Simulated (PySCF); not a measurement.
# Structure from 2D NMR

Compound of formula C$_{5}$H$_{8}$F$_{3}$PSi. Correlations simulated from computed shifts and the bond graph:

HSQC (one-bond C–H):
```csv
δH,δC
2.11,32.0
1.92,18.9
```

HMBC (two and three bonds, from the bond graph):
```csv
δH,δC
4.25,"277.4, 118.5, 18.9"
2.11,"277.4, 134.1"
1.92,"277.4, 118.5"
```

Carbons without hydrogens: δ 277.4, 134.1, 118.5.

- σ from GIAO-CAM-B3LYP/pcSseg-1
- geometry: PBE0-D3(BJ)/def2-SVP
- run in PySCF 2.14
- gas phase, single conformer, relativity neglected, rapidly exchanging positions averaged

Chemical shifts δ = σref − σ; ¹H (31.33 ppm) and ¹³C (182.45 ppm) vs TMS, all at this level.

Exchangeable hydrogens are left out of these lists.

**Question.** Assemble the structure.

**Answer.** SMILES CC([SiH3])=C=PCC(F)(F)F.

Structure with atom numbers: `[CH3:1][C:2]([SiH3:3])=[C:4]=[P:5][CH2:6][C:7]([F:8])([F:9])[F:10]`. Hydrogens are named by the atom that carries them.

- δC 277.4 is C4, a cumulene carbon.
- δC 134.1 is C7, a CF3 carbon.
- δC 118.5 is C2, a fully substituted alkene carbon.
- δC 32.0 is C6, an sp3 CH2 bonded to P (δH 2.11).
- δC 18.9 is C1, an allylic methyl carbon (δH 1.92).
- HMBC from δH 4.25 reaches the proton-free carbons C4, C2.
- HMBC from δH 2.11 reaches the proton-free carbons C4, C7.
- HMBC from δH 1.92 reaches the proton-free carbons C4, C2.

The shifts were computed for this structure.

Shifts are as computed, not scaled to solution data. Of 1309 compounds with measured shifts, 239 miss one by over three times the rms of a fit or turn the order of signals round; such compounds aren't used in these exercises.
